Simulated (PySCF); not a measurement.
Sn(H)(OH)3, SMILES [OH][SnH]([OH])[OH] (H₄O₃Sn) (CAM-B3LYP/def2-SVP optimised geometry):

```
8

Sn    -0.884    -1.082     0.000
O     -1.451    -1.842    -1.726
O      1.085    -1.082     0.000
O     -1.448     0.804     0.000
H     -1.523    -1.939     1.313
H     -1.861    -1.181    -2.298
H      1.448    -1.408    -0.834
H     -0.696     1.408    -0.048
```

Computed with PySCF with CAM-B3LYP/def2-TZVP, def2 effective core potentials past Kr.

What are the frontier orbital energies and the dipole moment?

HOMO-2 -10.37 eV, HOMO-1 -10.37 eV, HOMO -10.21 eV, LUMO -0.09 eV, LUMO+1 0.98 eV; dipole moment 0.54 D.

On the same geometry PySCF with PBE/def2-TZVP, def2 effective core potentials past Kr gives HOMO-2 -7.13 eV, HOMO-1 -7.12 eV, HOMO -7.05 eV, LUMO -1.99 eV, LUMO+1 -0.57 eV; dipole moment 0.62 D.
